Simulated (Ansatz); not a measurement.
Molecule: sum formula Si$_{4}$H$_{9}$Cl (charge 0, singlet). 
Coordinates optimised at B3LYP-D3(BJ)/def2-TZVP (Ansatz, a program for electronic structure):
SMILES: [SiH2]([SiH2]Cl)[SiH2][SiH3]
```xyz
14

Si    -2.2998     0.6329    -1.0620
Si    -1.2449    -1.3807    -0.4903
Si     0.0847    -1.0368     1.4106
Si     1.3501     0.8995     1.0505
Cl     2.1503     0.7802    -0.8671
H     -3.1613     0.4704    -2.2578
H     -3.1390     1.0919     0.0722
H     -1.2757     1.6671    -1.3396
H     -0.3803    -1.8353    -1.6065
H     -2.2583    -2.4328    -0.2202
H     -0.7682    -0.8261     2.6093
H      0.9903    -2.1843     1.6681
H      2.4778     1.0693     1.9934
H      0.4975     2.1084     1.0974
```

Dipole moments at this geometry, in debye (magnitudes).

```csv
level,program,dipole (D)
PBE/def2-TZVPD,Ansatz,1.25
revPBE/def2-TZVPD,Ansatz,1.23
r2SCAN/def2-TZVPD,Ansatz,1.28
B97M-V/def2-TZVPD,Ansatz,1.19
LC-wPBE/def2-TZVPD,Ansatz,1.42
CCSD(T)/aug-cc-pV(D+d)Z,Ansatz,1.32
```
